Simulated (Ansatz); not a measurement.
Method: frozen-core CCSD(T)/cc-pVQZ // CAM-B3LYP-D3(BJ)/def2-TZVP run with Ansatz (a program for electronic structure).

Ansatz 0.2 input:
```yaml
crystal:
  periodic: [false, false, false]
  atoms:
    - { symbol: C, position_ang: [1.465258, -0.001511, -0.052809] }
    - { symbol: C, position_ang: [0.145128, -0.000055, -0.005018] }
    - { symbol: C, position_ang: [-1.117274, -0.595038, 0.309196] }
    - { symbol: C, position_ang: [-1.135378, 0.597706, -0.227235] }
    - { symbol: H, position_ang: [2.031946, -0.847746, 0.306977] }
    - { symbol: H, position_ang: [2.006243, 0.842724, -0.45444] }
    - { symbol: H, position_ang: [-1.676301, -1.425102, 0.703458] }
    - { symbol: H, position_ang: [-1.71962, 1.429021, -0.580131] }
basis:
  gaussian: { orbitals: cc-pVQZ }
correlation:
  method: ccsd_t
```

Output:

```
Functional definition: HF
1976 factors; integrals over basis functions are off by at most 7.0e-4 eV
mean field evaluation 1: about -4180.4133 eV, gradient 3.3e1 eV
mean field evaluation 2: about -4180.4147 eV, gradient 3.3e1 eV
mean field evaluation 4: about -4183.3318 eV, gradient 3.6e0 eV
mean field evaluation 8: about -4183.3740 eV, gradient 2.8e-4 eV
mean field evaluation 16: about -4183.3728 eV, gradient 1.8e-1 eV
mean field -4183.37400978 eV, -153.7361592665 hartree, gradient 2.3e-6 eV, S^2 0.000000; 0 other end points of the search recorded, 0 dependent functions left out
4 core orbitals not correlated
reference -4183.37400978 eV, -153.7361592665 hartree; 10, 10 occupied and 326, 326 virtual orbitals, 1976 factors
second order -17.99918261 eV of doubles, -0.00000000 eV of singles
cycle   1  -17.87129905 eV  change    1.3e-1 eV  update   9.2e-2
cycle   2  -18.34286187 eV  change   -4.7e-1 eV  update   2.8e-2
cycle   3  -18.43556835 eV  change   -9.3e-2 eV  update   1.4e-2
cycle   4  -18.42819358 eV  change    7.4e-3 eV  update   4.1e-3
cycle   5  -18.43033561 eV  change   -2.1e-3 eV  update   2.0e-3
cycle   6  -18.43070811 eV  change   -3.7e-4 eV  update   5.2e-4
cycle   7  -18.43043867 eV  change    2.7e-4 eV  update   2.1e-4
cycle   8  -18.43043639 eV  change    2.3e-6 eV  update   5.5e-5
cycle   9  -18.43045832 eV  change   -2.2e-5 eV  update   1.6e-5
perturbative correction -0.96385718 eV, -0.0354210982 hartree
Total energy: -4202.76832528 eV, -154.4488872154 hartree
```

Cost: roughly 60 core-minutes.
